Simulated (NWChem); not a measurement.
System: C₄H₄F₂; SMILES F[C@@H]1C=C[C@H]1F

Input file for NWChem:

```
start job
memory heap 200 mb stack 900 mb global 1100 mb
geometry units angstroms noautosym nocenter noautoz
  F     -1.745138     0.160907    -0.898674
  C     -0.671991    -0.402402    -0.238146
  C     -0.624237    -0.262052     1.266757
  C      0.624237     0.262052     1.266757
  C      0.671991     0.402402    -0.238146
  F      1.745138    -0.160907    -0.898674
  H     -0.519443    -1.437963    -0.615746
  H     -1.352765    -0.514720     2.051831
  H      1.352765     0.514720     2.051831
  H      0.519443     1.437963    -0.615746
end
basis spherical
  * library 6-31g*
end
dft
  xc m06-2x
  iterations 150
end
cosmo
  do_cosmo_smd true
  solvent water
end
task dft energy
```

The geometry was optimised at PBE-D3(BJ)/def2-SVP. Solvent: water.

Level: M06-2X/6-31G* with SMD (1 M gas to 1 M solution), gas-phase geometry.

Give the results of this calculation. (M06-2X/6-31G* (spherical d), SMD on the gas-phase geometry.) Quantities: solvation free energy (kcal/mol); cavity-dispersion-structure term (kcal/mol); dipole in solution (D).

The solvation free energy (kcal/mol) comes out as -1.2 and the cavity-dispersion-structure term (kcal/mol) is 3.6. The dipole in solution (D) comes out as 2.32.
